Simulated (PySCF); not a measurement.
C3H6BNO2, SMILES OB1CN=COC1.

Coordinates come from a ωB97X-D3(BJ)/def2-SVP optimisation. This is a generated structure with no PubChem entry under its InChIKey; it may be hypothetical. Other conformers were not sampled.

These are M06-2X/def2-TZVP run with PySCF values and carry that method's errors.

```
Item                                                                                                            Value
---------------------------------------------------------------------------------------------  ----------------------
total energy                                                                                       -348.01150 hartree
point group                                                                                                        Cs
highest occupied level                                                                                       -8.27 eV
lowest empty level                                                                                            0.85 eV
orbital gap                                                                                                   9.12 eV
dipole moment                                                                                                  3.33 D
quadrupole, principal values (traceless, Buckingham form, about the centre of nuclear charge)   -5.19, 1.57, 3.61 D·Å
mean static polarisability                                                                       58.9 bohr³ (8.73 Å³)
polarisability, principal values                                                               42.9, 66.1, 67.7 bohr³
```
